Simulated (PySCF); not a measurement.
Assigning NMR signals

Geometry:
| atom | x (Å) | y (Å) | z (Å) |
| --- | --- | --- | --- |
| C1 | -1.366 | -1.643 | 0.369 |
| N2 | -1.193 | -0.319 | -0.183 |
| C3 | -2.403 | 0.360 | -0.567 |
| P4 | 0.324 | 0.357 | -0.333 |
| N5 | 1.388 | -0.652 | 0.162 |
| Si6 | 3.087 | -0.636 | 0.309 |
| C7 | 0.337 | 2.112 | -0.312 |
| C8 | 0.434 | 1.605 | -1.560 |
| H9 | -1.991 | -1.611 | 1.280 |
| H10 | -1.858 | -2.311 | -0.360 |
| H11 | -0.383 | -2.057 | 0.625 |
| H12 | -2.945 | -0.204 | -1.348 |
| H13 | -3.084 | 0.479 | 0.296 |
| H14 | -2.188 | 1.360 | -0.964 |
| H15 | 3.563 | -1.973 | 0.782 |
| H16 | 3.793 | -0.347 | -0.988 |
| H17 | 3.586 | 0.385 | 1.293 |
| H18 | 0.326 | 3.101 | 0.158 |
| H19 | 0.541 | 1.989 | -2.579 |

Computational details: structure optimised with PBE0-D3(BJ)/def2-SVP, σ from GIAO-KT2/pcSseg-1, in PySCF (a single conformation, averaged over atoms made equivalent by symmetry, fast rotation or ring inversion, no solvent model, non-relativistic).

Shifts are taken against calculated references (same method and geometry level): ¹³C (σref 183.22), ¹H (σref 31.18) against TMS.

(1) Assign these signals to the numbered atoms. ¹³C{¹H} NMR (computed): δ 164.9, 37.3.

(2) Assign these signals to the numbered atoms. ¹H NMR (400 MHz, computed): δ 9.06 (m, 2H), 4.94 (m, 3H), 2.79 (m, 6H).

Answers

(1) 
164.9 → C7/C8, alkene CH: the olefinic region
37.3 → C1/C3, methyl carbon bonded to N: pulled downfield by the heteroatom

(2) 
```tsv
δ (ppm)	atoms	environment	reason
9.06	H18/H19	hydrogen on an alkene CH	–
4.94	H15/H16/H17	hydrogen on a silicon bonded to N	–
2.79	H9/H10/H11/H12/H13/H14	hydrogen on a methyl carbon bonded to N	its carbon carries N, which withdraws density
```

Splittings by ³¹P in the carbon and heteronuclear signals aren't shown, as no couplings were computed. Shifts are as computed. Against solution values, carbons near 30 ppm lie about +2 ppm off and those near 130 ppm about -5 ppm. Of 1211 compounds with measured shifts, 218 miss one by over three times the rms of a fit or turn the order of signals round; such compounds aren't used in these exercises. Multiplicities follow the n + 1 count of equivalent neighbours, as no J values were calculated; m marks all less simple cases, F and P coupling included.
